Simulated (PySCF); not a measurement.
## Correlation energy of O (oxygen, neutral)

[He] 2s2 2p4, high-spin 3P determinant. Calculation: PySCF 2.14, in cc-pVDZ-DK (3s2p1d, 14 functions); the spin-free X2C one-electron Hamiltonian (Gaussian nucleus). Frozen: 1s2; 6 electrons correlated.

MP2 pair energies summed by pair of shells (mhartree):

| pair | energy | share (%) |
| --- | --- | --- |
| 2p-2p | -49.29 | 48.3 |
| 2s-2p | -44.91 | 44.0 |
| 2s-2s | -7.83 | 7.7 |

Total MP2 correlation energy: -102.03 mhartree.

Same-spin part -26.07 and opposite-spin part -75.96 mhartree; SCS-MP2 scales them by 1/3 and 6/5 to -99.84 mhartree.

```tsv
level	correlation energy (mhartree)
CCSD	-117.10
(T)	-0.75
CCSD(T)	-117.85
```

Diagnostics: T1 = 0.0033, D1 = 0.0071, largest double amplitude 0.054.

Cost of the coupled-cluster step: 0.1 s of wall time on 1 thread of Neoverse-V1 (shared host), for 6 correlated electrons.

Iterations:

```
CC2 = 0
CCSD nocc = (np.int64(4), np.int64(2)), nmo = (13, 13)
frozen orbitals [[0], [0]]
max_cycle = 100
direct = 0
conv_tol = 1e-08
conv_tol_normt = 1e-06
diis_space = 8
diis_start_cycle = 0
Init t2, MP2 energy = -0.102030603382753
Init E_corr(UCCSD) = -0.102030603397373
cycle = 1  E_corr(UCCSD) = -0.114212436786492  dE = -0.0121818334  norm(t1,t2) = 0.0230494
cycle = 2  E_corr(UCCSD) = -0.116305712108523  dE = -0.00209327532  norm(t1,t2) = 0.00685681
cycle = 3  E_corr(UCCSD) = -0.117124936287823  dE = -0.000819224179  norm(t1,t2) = 0.00287917
cycle = 4  E_corr(UCCSD) = -0.11709566973381  dE = 2.9266554e-05  norm(t1,t2) = 0.000778492
cycle = 5  E_corr(UCCSD) = -0.117103544562024  dE = -7.87482821e-06  norm(t1,t2) = 0.000135068
cycle = 6  E_corr(UCCSD) = -0.117103429295782  dE = 1.15266242e-07  norm(t1,t2) = 2.02035e-05
cycle = 7  E_corr(UCCSD) = -0.117103522477359  dE = -9.31815766e-08  norm(t1,t2) = 2.58053e-06
cycle = 8  E_corr(UCCSD) = -0.11710349969934  dE = 2.27780187e-08  norm(t1,t2) = 3.50431e-07
cycle = 9  E_corr(UCCSD) = -0.117103502197724  dE = -2.49838403e-09  norm(t1,t2) = 5.83308e-08
UCCSD converged
E(UCCSD) = -74.96126353173052  E_corr = -0.1171035021977239
UCCSD(T) correction = -0.000750481919240127
```
